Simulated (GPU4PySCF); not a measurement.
Cu(MeCN)4 (C8H12CuN4), SMILES [N](#CC)->[Cu+](<-[N]#CC)(<-[N]#CC)<-[N]#CC, charge +1, multiplicity 1. Atoms are numbered in the order given.

```xyz
25

Cu     0.0011     0.0008    -0.0005
C      2.8724    -1.2696    -3.3549
C      1.9709    -0.8690    -2.2995
N      1.2549    -0.5519    -1.4626
H      2.7376    -0.6230    -4.2233
H      2.6689    -2.3018    -3.6440
H      3.9047    -1.1927    -3.0101
C      2.1040    -0.4250     4.0631
C      1.4425    -0.2907     2.7859
N      0.9174    -0.1844     1.7726
H      2.5031     0.5405     4.3776
H      2.9238    -1.1405     3.9827
H      1.3945    -0.7787     4.8128
C     -1.2530     4.3767    -0.6280
C     -0.8590     3.0008    -0.4311
N     -0.5467     1.9092    -0.2745
H     -1.0492     4.6772    -1.6568
H     -0.6936     5.0232     0.0498
H     -2.3198     4.4889    -0.4284
C     -3.7270    -2.6852    -0.0802
C     -2.5547    -1.8413    -0.0546
N     -1.6248    -1.1714    -0.0340
H     -4.5919    -2.1294     0.2850
H     -3.5698    -3.5579     0.5554
H     -3.9220    -3.0180    -1.1008
```
Charge +1, spin multiplicity 1.

Coordinates come from a PBE0-D3(BJ)/def2-TZVP optimisation. The multiplicity is an assumed one; no other spin state was optimised. The isomer is the one that the SMILES or the coordinates give; other isomers of the formula were not compared.

The numbers are results of B3LYP/def2-TZVPD run with GPU4PySCF, not measurements.

The molecule is in vacuum.

Computed frontier levels, gap, dipole moment and polarisability:
```
Quantity                                                              Value
------------------------------------------------  -------------------------
highest occupied level                                             -9.01 eV
lowest empty level                                                 -2.93 eV
orbital gap                                                         6.09 eV
dipole moment about the centre of nuclear charge                     0.01 D
mean static polarisability                           146.5 bohr³ (21.71 Å³)
polarisability, principal values                  146.4, 146.5, 146.5 bohr³
```
